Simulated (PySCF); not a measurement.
SMILES O[Si](C)(/C=[CH]/[Al]([OH])[OH])C (C₄H₁₁AlO₃Si) (GFN2-xTB optimised geometry):

```
20

Si    -0.612    -2.860     0.009
C     -0.665    -3.578     1.768
C     -2.350    -2.782    -0.769
O      0.349    -3.915    -0.802
C      0.173    -1.133    -0.003
C     -0.479     0.028    -0.011
Al     0.451     1.776     0.000
O     -0.493     3.126     0.000
O      2.099     1.776     0.000
H      0.334    -3.668     2.180
H     -1.113    -4.566     1.772
H     -1.243    -2.945     2.434
H     -2.760    -3.778    -0.910
H     -2.334    -2.293    -1.739
H     -3.043    -2.233    -0.140
H      0.542    -3.800    -1.728
H      1.259    -1.101     0.010
H     -1.565     0.015    -0.023
H     -1.013     3.915     0.004
H      3.043     1.746     0.009
```

Level of theory: PBE0/def2-SVP (PySCF 2.14.0).

Question: What are the frontier orbital energies and the dipole moment?

Answer: HOMO-2 -8.16 eV, HOMO-1 -7.43 eV, HOMO -6.96 eV, LUMO -0.49 eV, LUMO+1 0.47 eV; dipole moment 2.01 D.

On the same geometry PBE/def2-SVP run with PySCF 2.14.0 gives HOMO-2 -6.64 eV, HOMO-1 -6.22 eV, HOMO -5.62 eV, LUMO -1.36 eV, LUMO+1 -0.37 eV; dipole moment 1.88 D.

Meta-Löwdin charges at PBE0/def2-SVP: Si1 1.07, C2 -0.56, C3 -0.57, O4 -0.72, C5 -0.32, C6 -0.36, Al7 1.05, O8 -0.74, O9 -0.74, H10 0.12, H11 0.12, H12 0.11, H13 0.11, H14 0.11, H15 0.12, H16 0.33, H17 0.10, H18 0.10, H19 0.35, H20 0.35.
